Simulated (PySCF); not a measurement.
GaCl4, SMILES [Cl][Ga-]([Cl])([Cl])[Cl], charge -1. Coordinates come from a PBE-D3(BJ)/def2-SVPD optimisation. The isomer is the one that the SMILES or the coordinates give; other isomers of the formula were not compared.

All values below come from PBE-D3(BJ)/def2-SVPD (PySCF).

Harmonic wavenumbers (cm⁻¹): 94, 94, 134, 134, 134, 310, 355, 355, 355. Rotational constants (GHz): 1.070, 1.070, 1.070; symmetry number 12.

Work out the zero-point energy and the ideal-gas rigid-rotor harmonic-oscillator thermochemistry at 298.15 K and 1 atm.

ZPE = ½ Σ hcν = ½ × 1966 cm⁻¹ = 2.81 kcal/mol. H − E(el) = 8.31 kcal/mol. Entropy in cal/(mol K): translation 41.95, rotation 25.01, vibration 20.59, total 87.56. G − E(el) = -17.80 kcal/mol. Cp = 23.96 cal/(mol K). Modes under 150 cm⁻¹ make the vibrational entropy uncertain.
